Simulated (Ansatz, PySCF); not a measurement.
The pair A = GaH3 (SMILES [GaH3]) (first 4 atoms), B = C3H9N (SMILES CN(C)C); geometry from B3LYP-D3(BJ)/def2-TZVP.
(charge 0, multiplicity 1):
```xyz
17

Ga    -0.749     0.407     1.711
H     -1.493     1.741     2.131
H      0.591     0.539     0.877
H     -1.628    -0.894     1.496
C     -0.974    -0.278     4.608
N      0.116    -0.102     3.633
C      0.880    -1.352     3.490
C      1.005     0.995     4.054
H     -0.575    -0.537     5.595
H     -1.636    -1.072     4.267
H     -1.545     0.646     4.680
H      1.334    -1.642     4.444
H      1.662    -1.212     2.746
H      0.214    -2.144     3.152
H      1.462     0.774     5.025
H      1.787     1.129     3.310
H      0.430     1.916     4.128
```

Rows in 6-31G* carry no dispersion term and start afresh at each structure (6-31G* with six Cartesian d functions); the Pople sets are all-electron and without relativity. MP2/6-31G* freezes PySCF's default core, which leaves 3d correlated.

The values were computed with Ansatz (an electronic-structure program) with Gaussian orbitals; PySCF for 6-31G* rows. Each number belongs to the level named beside it.

Total energies (hartree), monomers frozen at their geometry in the pair:

```csv
structure,HF/6-31G*,HF/aug-cc-pVDZ,MP2/6-31G*
AB,-2097.9773280,-2098.2515621,-2098.7981332
A in the pair's basis,-1924.6688741,-1924.9238668,-1924.9170652
B in the pair's basis,-173.2702871,-173.2900594,-173.8345591
A,-1924.6680653,-1924.9227715,-1924.9142638
B,-173.2672612,-173.2893588,-173.8274379
```

**Question.** Work out the interaction energy without and with the counterpoise correction, and the superposition error, for each level.

**Answer.** 
E(AB) − E(A) − E(B), times 627.509 kcal/mol, with the monomers in their own basis and then in the pair's basis:
- HF/6-31G*: -26.36 uncorrected, -23.95 corrected; the monomers gain 2.41 kcal/mol from borrowed functions
- HF/aug-cc-pVDZ: -24.74 uncorrected, -23.62 corrected; the monomers gain 1.13 kcal/mol from borrowed functions
- MP2/6-31G*: -35.41 uncorrected, -29.18 corrected; the monomers gain 6.23 kcal/mol from borrowed functions
